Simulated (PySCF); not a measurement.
CH7ClSeSi2.
Numbering: `[CH3:1][SiH2:2][Se:3][SiH2:4][Cl:5]` (hydrogens: H6, H7, H8 on C1; H9, H10 on Si2; H11, H12 on Si4)

Method used: PBE0-D3(BJ)/def2-SVP geometry optimisation, gas phase (PySCF 2.14.0).

Q: What internal coordinates does the optimisation give?

A: 
| bond | length (Å) |
| --- | --- |
| C1–Si2 | 1.871 |
| Si2–Se3 | 2.306 |
| Se3–Si4 | 2.263 |
| Si4–Cl5 | 2.071 |
| C1–H6, C1–H7, C1–H8 | 1.101 |
| Si2–H9, Si2–H10 | 1.492 |
| Si4–H11, Si4–H12 | 1.488 |

Bonds in one row agree within 0.01 Å and their mean is given. A selection of angles:
| angle | degrees |
| --- | --- |
| Si2–C1–H6 | 110.1 |
| Si2–C1–H7 | 110.7 |
| H6–C1–H7 | 108.2 |
| H6–C1–H8 | 108.6 |
| C1–Si2–Se3 | 111.3 |
| C1–Si2–H9 | 111.1 |
| Se3–Si2–H9 | 107.7 |
| Se3–Si2–H10 | 105.2 |
| H9–Si2–H10 | 109.8 |
| Si2–Se3–Si4 | 94.2 |
| Se3–Si4–Cl5 | 112.4 |
| Se3–Si4–H11 | 111.0 |
| Se3–Si4–H12 | 107.1 |
| Cl5–Si4–H11 | 106.5 |
| H11–Si4–H12 | 111.3 |

Dihedral angles: C1–Si2–Se3–Si4 -81° (synclinal); Si2–Se3–Si4–Cl5 -74° (synclinal). The mirror-image conformer, all signs reversed, is as good.

Se3 (selenium bonded to 2 Si) is bent (angle 94.2°). Si4 (chlorine-bound silicon) is tetrahedral (angles from 106.5° to 112.4°). Si2 (SiH2 silicon) is distorted tetrahedral (angles from 105.2° to 111.6°). The 2 Se–Si bonds span 2.263 Å (Se3–Si4, drawn single) to 2.306 Å (Si2–Se3, drawn single), a spread of 0.043 Å.

Point group: C1 (no symmetry element, even within 0.4 Å). No frequency check. The numbers are those of one conformer.
